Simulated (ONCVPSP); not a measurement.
Configuration tests for lead (Pb) (ONCV)

ONCVPSP 4.0.1 input, shortened (lines: element, Z, core and valence counts, functional; n l f; lmax; l rc ep ncon nbas qcut; lloc lpopt rc5 dvloc0; l nproj debl; icmod fcfact rcfact), PBE, scalar-relativistic:

```
  Pb 82.00   12    3        4      upf
    1    0    2.00
    2    0    2.00
    2    1    6.00
    3    0    2.00
    3    1    6.00
    3    2   10.00
    4    0    2.00
    4    1    6.00
    4    2   10.00
    4    3   14.00
    5    0    2.00
    5    1    6.00
    5    2   10.00
    6    0    2.00
    6    1    1.00
    2
    0    2.10    0.00    4    8    3.20
    1    2.40    0.00    4    8    3.30
    2    1.75    0.00    4    8    8.00
    4    5    1.70    0.00
    0    2    1.80
    1    2    3.50
    2    2    0.60
    0    0.00    0.00
```

In the d channel the program set the typed energies aside and used -1.060, 0.250 Ha.

Energies are relative to the spin-unpolarised reference configuration 5d10 6s2 6p1; without spin polarisation the order of configurations can differ from experiment.

Q: Give the all-electron excitation energy and the error of the potential for: 5d10 6s2 6p2; 5d10 6s2 6p0; 5d10 6s1 6p0; 5d10 6s2 6p1.5.

A:

| valence configuration | charge | ΔE all-electron (eV) | error AE − PS (meV) |
| --- | --- | --- | --- |
| 5d10 6s2 6p2 | 0 | -6.576 | +3.7 |
| 5d10 6s2 6p0 | +2 | 13.445 | -4.7 |
| 5d10 6s1 6p0 | +3 | 45.855 | +3.0 |
| 5d10 6s2 6p1.5 | +0.5 | -4.084 | +2.1 |

Note: ghosts flagged at negative energy: s at -5.6 eV; GHOST(+) flagged for p at 90.5 eV. A true bound ghost makes a file unfit for plane-wave use.
